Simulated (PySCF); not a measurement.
Isomers C₄H₈F₂O₂Si:

A. `C(=C)(CO[SiH3])OC(F)F`
B. SMILES C=C(COC(F)F)O[SiH3]
C. SMILES FC(F)[C@H]1CCO[SiH2]O1

Spectrum 1. $^{1}$H NMR (300 MHz, computed): δ 6.66 (m, 1H), 4.96 (m, 1H), 4.90 (s, 3H), 4.80 (m, 1H), 4.47 (s, 2H). $^{13}$C{$^{1}$H} NMR (computed): δ 165.0 (C), 122.1 (CH), 93.2 (CH2), 67.5 (CH2).

Spectrum 2. $^{1}$H NMR (300 MHz, computed): δ 6.44 (m, 1H), 5.19 (m, 1H), 4.90 (m, 1H), 4.88 (m, 1H), 4.32 (m, 1H), 4.26 (m, 1H), 2.40 (m, 1H), 1.91 (m, 1H). $^{13}$C{$^{1}$H} NMR (computed): δ 124.3 (CH), 73.9 (CH), 63.7 (CH2), 31.8 (CH2).

Spectrum 3. $^{1}$H NMR (300 MHz, computed): δ 6.54 (m, 1H), 5.07 (s, 3H), 4.89 (br s, 1H), 4.63 (s, 2H), 4.56 (br s, 1H). $^{13}$C{$^{1}$H} NMR (computed): δ 157.0 (C), 123.0 (CH), 102.0 (CH2), 70.0 (CH2).

No relativistic terms, one averaged value for each set of equivalent atoms, one conformer, no solvent model. Shielding tensors at PBE0/pcSseg-1 (GIAO); GFN2-xTB geometry; PySCF.

Referencing at the same level of theory: TMS for $^{1}$H (31.72 ppm) and $^{13}$C (186.93 ppm). Splittings of carbon signals by F and P are missing where no couplings were computed. Where no couplings were computed, multiplicities follow the n + 1 count of equivalent neighbours, and m marks all less simple cases (inequivalent or close neighbours, rings, F or P nearby). Shifts are as computed. Against solution values, carbons near 30 ppm lie about +3 ppm off and those near 130 ppm about +5 ppm. Of 1309 compounds with measured shifts, 239 miss one by over three times the rms of a fit or turn the order of signals round; such compounds aren't used in these exercises.

Which spectrum belongs to which compound?

Results:

1–A, 2–C, 3–B.

- Spectrum 1 (A): 4 $^{13}$C signals; δC 165.0 is an alkene carbon bearing oxygen; δC 122.1 is an sp3 CH bonded to 2 F and O.
- Spectrum 2 (C): 4 $^{13}$C signals; δC 124.3 is an sp3 CH bonded to 2 F; δC 73.9 is an sp3 CH bonded to O.
- Spectrum 3 (B): 4 $^{13}$C signals; δC 157.0 is an alkene carbon bearing oxygen; δC 123.0 is an sp3 CH bonded to 2 F and O.
